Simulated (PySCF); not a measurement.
Record of a relaxation.

Species: (OH)3Sn-NH-SiH3.
Bonds: Sn1–O2, Sn1–O3, Sn1–O4, Sn1–N5, N5–Si6. Hydrogens: H7 on O2; H8 on O3; H9 on O4; H10 on N5; H11, H12, H13 on Si6.

Method: PBE0-D3(BJ)/def2-SVP geometry optimisation, gas phase, def2 core potentials past Kr in PySCF; density fitting, grid level 1; the optimiser is geomeTRIC in internal coordinates, started from a GFN2-xTB structure with every atom displaced at random (about 0.03 Å). 13 of its 37 geometries are shown. The frame can shift and turn from step to step; on so coarse a grid that alone can change the energy by a few meV, and forces under 0.02 eV/Å are noise.

Step 0: E = -21435.0988 eV, largest atomic force 4.890 eV/Å
```
atom  x, y, z in Å  |  force x, y, z in eV/Å
Sn1     0.708    0.291   -0.671   -3.557   2.512  -1.480
O2      2.007   -0.856   -0.114    3.516  -3.220   1.088
O3      1.067    2.077   -0.027    1.788   0.875   2.710
O4      0.852    0.495   -2.602    0.050  -0.508  -0.569
N5     -1.162   -0.224   -0.133    1.541   1.417   2.462
Si6    -1.558   -0.719    1.501   -0.835   1.249  -1.244
H7      2.488   -1.311   -0.824   -0.069   0.143   0.353
H8      1.668    2.076    0.803   -1.528   0.049  -2.159
H9      0.687    1.398   -2.872   -0.054   0.364  -0.088
H10    -1.613   -0.748   -0.798   -1.470  -1.628  -2.337
H11    -3.004   -1.027    1.446   -0.337   0.034   0.253
H12    -1.214    0.395    2.403    0.039   0.207   0.307
H13    -0.896   -1.897    1.909    0.915  -1.495   0.703
```

Step 3: E = -21435.7840 eV, largest atomic force 0.316 eV/Å
```
atom  x, y, z in Å  |  force x, y, z in eV/Å
Sn1     0.705    0.337   -0.690   -0.245   0.198  -0.029
O2      2.130   -0.878   -0.103    0.149  -0.147   0.041
O3      1.085    2.114    0.060   -0.015   0.059   0.070
O4      0.781    0.474   -2.655   -0.049  -0.029   0.017
N5     -1.133   -0.276   -0.126    0.046  -0.159  -0.039
Si6    -1.607   -0.729    1.491    0.012   0.047  -0.022
H7      2.603   -1.240   -0.862    0.050  -0.001   0.001
H8      1.711    2.075    0.794    0.019  -0.021  -0.051
H9      0.621    1.385   -2.933    0.027  -0.014  -0.012
H10    -1.596   -0.787   -0.878    0.029   0.059   0.021
H11    -3.089   -0.913    1.513   -0.013   0.012   0.009
H12    -1.203    0.376    2.410    0.015  -0.002   0.007
H13    -0.977   -1.991    2.002   -0.024  -0.001  -0.014
```

Step 6: E = -21435.8207 eV, largest atomic force 0.121 eV/Å
```
atom  x, y, z in Å  |  force x, y, z in eV/Å
Sn1     0.689    0.349   -0.657    0.083  -0.079   0.039
O2      2.246   -0.749   -0.128   -0.049   0.036  -0.059
O3      1.004    2.138    0.104   -0.044  -0.012   0.014
O4      0.663    0.382   -2.628    0.007   0.053  -0.015
N5     -1.073   -0.412   -0.085    0.013   0.018  -0.038
Si6    -1.638   -0.777    1.516   -0.009   0.043   0.075
H7      2.770   -0.962   -0.911   -0.002  -0.016   0.044
H8      1.801    2.122    0.649    0.018   0.023  -0.024
H9      0.545    1.277   -2.971    0.015   0.003   0.003
H10    -1.557   -0.832   -0.874   -0.039  -0.038  -0.021
H11    -3.125   -0.628    1.570    0.002   0.000   0.004
H12    -0.993    0.197    2.447    0.014  -0.003  -0.015
H13    -1.301   -2.156    1.990   -0.011  -0.028  -0.008
```

Step 9: E = -21435.8369 eV, largest atomic force 0.048 eV/Å
```
atom  x, y, z in Å  |  force x, y, z in eV/Å
Sn1     0.666    0.303   -0.667   -0.030   0.036  -0.010
O2      2.238   -0.743   -0.104    0.031  -0.009   0.019
O3      0.868    2.098    0.120    0.006  -0.002  -0.008
O4      0.691    0.412   -2.638    0.004  -0.011  -0.005
N5     -1.072   -0.514   -0.107   -0.006   0.003   0.014
Si6    -1.623   -0.779    1.522   -0.006  -0.011  -0.015
H7      2.815   -0.930   -0.855   -0.014  -0.014  -0.013
H8      1.741    2.190    0.523   -0.001  -0.004   0.011
H9      0.639    1.330   -2.931   -0.004   0.005   0.004
H10    -1.605   -0.897   -0.883    0.015  -0.011  -0.002
H11    -3.041   -0.331    1.689    0.004   0.012   0.007
H12    -0.727    0.022    2.406    0.003   0.002   0.003
H13    -1.559   -2.214    1.947   -0.001   0.003  -0.004
```

Step 12: E = -21435.8393 eV, largest atomic force 0.053 eV/Å
```
atom  x, y, z in Å  |  force x, y, z in eV/Å
Sn1     0.669    0.303   -0.671    0.005  -0.050   0.016
O2      2.232   -0.758   -0.097    0.006   0.040  -0.032
O3      0.873    2.101    0.106    0.009   0.013   0.005
O4      0.700    0.399   -2.642   -0.007   0.025   0.022
N5     -1.069   -0.513   -0.107    0.011   0.014  -0.024
Si6    -1.621   -0.752    1.524   -0.002   0.021   0.029
H7      2.757   -1.020   -0.864   -0.001  -0.011   0.014
H8      1.738    2.194    0.525    0.001  -0.012   0.001
H9      0.651    1.319   -2.932    0.002  -0.017  -0.018
H10    -1.594   -0.912   -0.880   -0.015  -0.006  -0.007
H11    -2.997   -0.201    1.729   -0.004  -0.005  -0.003
H12    -0.659   -0.022    2.402    0.003  -0.004  -0.004
H13    -1.649   -2.193    1.928   -0.008  -0.008  -0.001
```

Step 15: E = -21435.8425 eV, largest atomic force 0.037 eV/Å
```
atom  x, y, z in Å  |  force x, y, z in eV/Å
Sn1     0.682    0.284   -0.669    0.016  -0.020  -0.012
O2      2.283   -0.735   -0.124   -0.015   0.026  -0.007
O3      0.906    2.084    0.099   -0.003  -0.014   0.012
O4      0.669    0.342   -2.641   -0.006  -0.006  -0.010
N5     -1.052   -0.530   -0.086    0.026  -0.025   0.007
Si6    -1.634   -0.689    1.544   -0.005   0.013  -0.009
H7      2.717   -1.115   -0.898    0.000  -0.009   0.005
H8      1.780    2.165    0.500    0.001   0.005  -0.003
H9      0.627    1.250   -2.965    0.004   0.007   0.008
H10    -1.586   -0.924   -0.856   -0.015   0.025   0.009
H11    -2.888    0.091    1.789   -0.003  -0.001  -0.004
H12    -0.554   -0.160    2.430   -0.006  -0.001   0.003
H13    -1.919   -2.114    1.900    0.005   0.001   0.002
```

Step 18: E = -21435.8444 eV, largest atomic force 0.056 eV/Å
```
atom  x, y, z in Å  |  force x, y, z in eV/Å
Sn1     0.698    0.241   -0.680   -0.026   0.048   0.011
O2      2.324   -0.746   -0.163    0.024  -0.027   0.013
O3      0.911    2.024    0.127   -0.001   0.002  -0.006
O4      0.646    0.328   -2.652    0.001   0.004   0.005
N5     -1.026   -0.572   -0.071    0.006  -0.032   0.006
Si6    -1.645   -0.634    1.553   -0.005   0.001  -0.002
H7      2.719   -1.190   -0.923   -0.013  -0.007  -0.004
H8      1.804    2.128    0.478    0.003  -0.002  -0.001
H9      0.630    1.245   -2.952    0.004  -0.005  -0.006
H10    -1.598   -0.923   -0.834    0.002   0.010  -0.010
H11    -2.846    0.236    1.752   -0.001   0.000   0.000
H12    -0.550   -0.162    2.451    0.005   0.005  -0.007
H13    -2.036   -2.027    1.936    0.001   0.001   0.003
```

Step 21: E = -21435.8460 eV, largest atomic force 0.044 eV/Å
```
atom  x, y, z in Å  |  force x, y, z in eV/Å
Sn1     0.716    0.218   -0.684    0.017  -0.038   0.016
O2      2.329   -0.806   -0.188   -0.013   0.022  -0.011
O3      0.980    1.988    0.132    0.006   0.009  -0.001
O4      0.636    0.304   -2.655   -0.018   0.016   0.010
N5     -1.013   -0.579   -0.062   -0.009   0.007  -0.030
Si6    -1.657   -0.547    1.552    0.014  -0.001   0.013
H7      2.587   -1.409   -0.896    0.004  -0.003   0.011
H8      1.877    2.070    0.480    0.002  -0.003  -0.005
H9      0.664    1.219   -2.959    0.011  -0.008  -0.006
H10    -1.603   -0.896   -0.828   -0.005   0.004   0.002
H11    -2.809    0.396    1.709   -0.004  -0.003  -0.003
H12    -0.546   -0.106    2.446   -0.001  -0.001   0.001
H13    -2.129   -1.903    1.975   -0.003  -0.001   0.003
```

Step 24: E = -21435.8403 eV, largest atomic force 0.228 eV/Å
```
atom  x, y, z in Å  |  force x, y, z in eV/Å
Sn1     0.755    0.101   -0.719    0.110  -0.161  -0.119
O2      2.271   -1.101   -0.322   -0.081   0.035   0.069
O3      1.360    1.786    0.086   -0.040   0.107   0.012
O4      0.521    0.224   -2.670   -0.116  -0.028  -0.051
N5     -1.038   -0.529   -0.066    0.036   0.103   0.085
Si6    -1.675   -0.218    1.527   -0.052  -0.055  -0.020
H7      2.036   -2.032   -0.409   -0.011  -0.035  -0.016
H8      2.254    1.682    0.437   -0.008  -0.012   0.001
H9      0.783    1.074   -3.039    0.074   0.062   0.040
H10    -1.698   -0.644   -0.832    0.017  -0.031  -0.015
H11    -2.624    0.941    1.574    0.035   0.007  -0.002
H12    -0.499    0.071    2.397    0.002   0.000   0.024
H13    -2.415   -1.407    2.059    0.034   0.009  -0.008
```

Step 27: E = -21435.8522 eV, largest atomic force 0.116 eV/Å
```
atom  x, y, z in Å  |  force x, y, z in eV/Å
Sn1     0.742    0.126   -0.727    0.035   0.046  -0.101
O2      2.231   -1.069   -0.239    0.029  -0.023   0.051
O3      1.329    1.844    0.031   -0.038  -0.013  -0.009
O4      0.547    0.245   -2.683   -0.080  -0.043  -0.044
N5     -1.061   -0.479   -0.090    0.020   0.032   0.106
Si6    -1.668   -0.277    1.531   -0.054  -0.032  -0.061
H7      2.028   -2.001   -0.379   -0.024  -0.009  -0.013
H8      2.216    1.751    0.402    0.003   0.006   0.019
H9      0.870    1.082   -3.038    0.056   0.028   0.041
H10    -1.719   -0.617   -0.854    0.003   0.001   0.004
H11    -2.660    0.838    1.652    0.022   0.012   0.006
H12    -0.482    0.022    2.387    0.003  -0.002   0.008
H13    -2.342   -1.517    2.029    0.025  -0.003  -0.009
```

Step 30: E = -21435.8614 eV, largest atomic force 0.070 eV/Å
```
atom  x, y, z in Å  |  force x, y, z in eV/Å
Sn1     0.737    0.142   -0.769    0.000  -0.019   0.011
O2      2.122   -1.128   -0.169   -0.007  -0.003  -0.005
O3      1.430    1.857   -0.097    0.015   0.033  -0.018
O4      0.532    0.214   -2.728    0.027   0.036   0.054
N5     -1.095   -0.339   -0.112    0.024  -0.001  -0.041
Si6    -1.660   -0.260    1.528    0.015  -0.008   0.054
H7      1.778   -2.027   -0.103    0.005  -0.012  -0.015
H8      2.279    1.721    0.344   -0.018  -0.004   0.004
H9      1.078    0.920   -3.096   -0.006  -0.033  -0.030
H10    -1.771   -0.414   -0.869   -0.021   0.008   0.001
H11    -2.535    0.921    1.807   -0.014  -0.001  -0.006
H12    -0.441   -0.166    2.388   -0.001   0.000  -0.008
H13    -2.424   -1.492    1.899   -0.019   0.005  -0.002
```

Step 33: E = -21435.8666 eV, largest atomic force 0.034 eV/Å
```
atom  x, y, z in Å  |  force x, y, z in eV/Å
Sn1     0.745    0.192   -0.755    0.011  -0.008   0.008
O2      2.049   -1.121   -0.066   -0.008   0.021   0.009
O3      1.528    1.911   -0.202    0.011  -0.026  -0.001
O4      0.546    0.169   -2.713   -0.022  -0.004  -0.014
N5     -1.116   -0.191   -0.116   -0.028  -0.016  -0.011
Si6    -1.681   -0.286    1.524    0.008   0.009  -0.011
H7      1.662   -2.003   -0.011    0.009  -0.005  -0.007
H8      2.330    1.758    0.314    0.000   0.006   0.009
H9      1.236    0.683   -3.149    0.007   0.004   0.008
H10    -1.794   -0.196   -0.874    0.005   0.013   0.001
H11    -2.560    0.859    1.916    0.004   0.003   0.004
H12    -0.462   -0.284    2.388   -0.001   0.002   0.005
H13    -2.453   -1.545    1.768    0.003   0.000   0.001
```

Step 36: E = -21435.8681 eV, largest atomic force 0.022 eV/Å
```
atom  x, y, z in Å  |  force x, y, z in eV/Å
Sn1     0.739    0.160   -0.754   -0.011   0.006  -0.001
O2      2.064   -1.142   -0.089   -0.002  -0.014   0.008
O3      1.525    1.867   -0.169    0.003   0.014  -0.007
O4      0.526    0.160   -2.710   -0.005   0.002  -0.005
N5     -1.124   -0.218   -0.118    0.018   0.008   0.010
Si6    -1.684   -0.243    1.527   -0.007   0.001   0.001
H7      1.714   -2.041   -0.076   -0.005  -0.002  -0.011
H8      2.327    1.707    0.344   -0.002  -0.009   0.003
H9      1.228    0.658   -3.146    0.005   0.002   0.003
H10    -1.805   -0.178   -0.873    0.001  -0.009   0.000
H11    -2.498    0.957    1.900    0.001   0.002   0.000
H12    -0.462   -0.286    2.385    0.003  -0.001  -0.001
H13    -2.520   -1.454    1.801    0.000   0.001   0.001
```

Q: Summarise the path.

A: The energy falls by 0.7692 eV from step 0 to step 36; nine tenths of that is first reached at step 4. It rises by more than 0.2 meV at step 23. The largest force goes from 4.890 to 0.022 eV/Å. Among the bonds Sn1–O2 changes most, from 1.821 to 1.973 Å; the atoms move by 0.668 Å rms after alignment.

Q: Follow the three bonds and two angles with the largest change from start to end.

A: 
```json
{"step": "0", "E above end (eV)": "0.7692", "largest force (eV/Å)": "4.890", "Sn1–O2 (Å)": "1.821", "Si6–H13 (Å)": "1.411", "O3–H8 (Å)": "1.026", "N5–Si6–H11 (°)": "104.1", "O4–Sn1–N5 (°)": "111.1"}
{"step": "2", "E above end (eV)": "0.1042", "largest force (eV/Å)": "0.369", "Sn1–O2 (Å)": "1.987", "Si6–H13 (Å)": "1.502", "O3–H8 (Å)": "0.963", "N5–Si6–H11 (°)": "107.9", "O4–Sn1–N5 (°)": "110.2"}
{"step": "3", "E above end (eV)": "0.0841", "largest force (eV/Å)": "0.316", "Sn1–O2 (Å)": "1.962", "Si6–H13 (Å)": "1.499", "O3–H8 (Å)": "0.965", "N5–Si6–H11 (°)": "108.4", "O4–Sn1–N5 (°)": "109.5"}
{"step": "5", "E above end (eV)": "0.0529", "largest force (eV/Å)": "0.140", "Sn1–O2 (Å)": "1.975", "Si6–H13 (Å)": "1.496", "O3–H8 (Å)": "0.966", "N5–Si6–H11 (°)": "109.3", "O4–Sn1–N5 (°)": "106.2"}
{"step": "6", "E above end (eV)": "0.0474", "largest force (eV/Å)": "0.121", "Sn1–O2 (Å)": "1.977", "Si6–H13 (Å)": "1.497", "O3–H8 (Å)": "0.966", "N5–Si6–H11 (°)": "109.6", "O4–Sn1–N5 (°)": "106.3"}
{"step": "8", "E above end (eV)": "0.0336", "largest force (eV/Å)": "0.064", "Sn1–O2 (Å)": "1.973", "Si6–H13 (Å)": "1.499", "O3–H8 (Å)": "0.966", "N5–Si6–H11 (°)": "110.7", "O4–Sn1–N5 (°)": "107.6"}
{"step": "9", "E above end (eV)": "0.0312", "largest force (eV/Å)": "0.048", "Sn1–O2 (Å)": "1.971", "Si6–H13 (Å)": "1.498", "O3–H8 (Å)": "0.965", "N5–Si6–H11 (°)": "111.0", "O4–Sn1–N5 (°)": "108.3"}
{"step": "11", "E above end (eV)": "0.0297", "largest force (eV/Å)": "0.035", "Sn1–O2 (Å)": "1.972", "Si6–H13 (Å)": "1.497", "O3–H8 (Å)": "0.965", "N5–Si6–H11 (°)": "111.4", "O4–Sn1–N5 (°)": "108.5"}
{"step": "13", "E above end (eV)": "0.0274", "largest force (eV/Å)": "0.076", "Sn1–O2 (Å)": "1.975", "Si6–H13 (Å)": "1.497", "O3–H8 (Å)": "0.966", "N5–Si6–H11 (°)": "112.2", "O4–Sn1–N5 (°)": "107.9"}
{"step": "14", "E above end (eV)": "0.0263", "largest force (eV/Å)": "0.069", "Sn1–O2 (Å)": "1.975", "Si6–H13 (Å)": "1.497", "O3–H8 (Å)": "0.966", "N5–Si6–H11 (°)": "112.8", "O4–Sn1–N5 (°)": "107.3"}
{"step": "16", "E above end (eV)": "0.0247", "largest force (eV/Å)": "0.050", "Sn1–O2 (Å)": "1.972", "Si6–H13 (Å)": "1.497", "O3–H8 (Å)": "0.966", "N5–Si6–H11 (°)": "112.7", "O4–Sn1–N5 (°)": "107.3"}
{"step": "17", "E above end (eV)": "0.0243", "largest force (eV/Å)": "0.055", "Sn1–O2 (Å)": "1.971", "Si6–H13 (Å)": "1.497", "O3–H8 (Å)": "0.966", "N5–Si6–H11 (°)": "112.8", "O4–Sn1–N5 (°)": "107.3"}
{"step": "19", "E above end (eV)": "0.0234", "largest force (eV/Å)": "0.042", "Sn1–O2 (Å)": "1.971", "Si6–H13 (Å)": "1.496", "O3–H8 (Å)": "0.965", "N5–Si6–H11 (°)": "113.0", "O4–Sn1–N5 (°)": "107.5"}
{"step": "20", "E above end (eV)": "0.0229", "largest force (eV/Å)": "0.037", "Sn1–O2 (Å)": "1.972", "Si6–H13 (Å)": "1.496", "O3–H8 (Å)": "0.966", "N5–Si6–H11 (°)": "113.1", "O4–Sn1–N5 (°)": "107.4"}
{"step": "22", "E above end (eV)": "0.0217", "largest force (eV/Å)": "0.068", "Sn1–O2 (Å)": "1.974", "Si6–H13 (Å)": "1.497", "O3–H8 (Å)": "0.966", "N5–Si6–H11 (°)": "113.3", "O4–Sn1–N5 (°)": "106.2"}
{"step": "23", "E above end (eV)": "0.0983", "largest force (eV/Å)": "0.465", "Sn1–O2 (Å)": "1.976", "Si6–H13 (Å)": "1.498", "O3–H8 (Å)": "0.966", "N5–Si6–H11 (°)": "113.9", "O4–Sn1–N5 (°)": "101.2"}
{"step": "25", "E above end (eV)": "0.0218", "largest force (eV/Å)": "0.132", "Sn1–O2 (Å)": "1.974", "Si6–H13 (Å)": "1.497", "O3–H8 (Å)": "0.966", "N5–Si6–H11 (°)": "113.3", "O4–Sn1–N5 (°)": "104.9"}
{"step": "27", "E above end (eV)": "0.0159", "largest force (eV/Å)": "0.116", "Sn1–O2 (Å)": "1.970", "Si6–H13 (Å)": "1.497", "O3–H8 (Å)": "0.966", "N5–Si6–H11 (°)": "113.1", "O4–Sn1–N5 (°)": "104.2"}
{"step": "28", "E above end (eV)": "0.0113", "largest force (eV/Å)": "0.173", "Sn1–O2 (Å)": "1.967", "Si6–H13 (Å)": "1.496", "O3–H8 (Å)": "0.966", "N5–Si6–H11 (°)": "113.1", "O4–Sn1–N5 (°)": "104.7"}
{"step": "30", "E above end (eV)": "0.0067", "largest force (eV/Å)": "0.070", "Sn1–O2 (Å)": "1.973", "Si6–H13 (Å)": "1.496", "O3–H8 (Å)": "0.966", "N5–Si6–H11 (°)": "113.7", "O4–Sn1–N5 (°)": "103.8"}
{"step": "31", "E above end (eV)": "0.0042", "largest force (eV/Å)": "0.065", "Sn1–O2 (Å)": "1.976", "Si6–H13 (Å)": "1.497", "O3–H8 (Å)": "0.966", "N5–Si6–H11 (°)": "113.6", "O4–Sn1–N5 (°)": "103.4"}
{"step": "33", "E above end (eV)": "0.0015", "largest force (eV/Å)": "0.034", "Sn1–O2 (Å)": "1.975", "Si6–H13 (Å)": "1.497", "O3–H8 (Å)": "0.966", "N5–Si6–H11 (°)": "113.3", "O4–Sn1–N5 (°)": "102.8"}
{"step": "34", "E above end (eV)": "0.0006", "largest force (eV/Å)": "0.034", "Sn1–O2 (Å)": "1.973", "Si6–H13 (Å)": "1.497", "O3–H8 (Å)": "0.966", "N5–Si6–H11 (°)": "113.4", "O4–Sn1–N5 (°)": "102.6"}
{"step": "36", "E above end (eV)": "0.0000", "largest force (eV/Å)": "0.022", "Sn1–O2 (Å)": "1.973", "Si6–H13 (Å)": "1.497", "O3–H8 (Å)": "0.966", "N5–Si6–H11 (°)": "113.5", "O4–Sn1–N5 (°)": "102.4"}
```

The cost below is that of the whole optimisation. The run took 14 min on Intel Xeon at 2.50 GHz, one thread, shared host, and the process peaked at 0.52 GiB of memory.
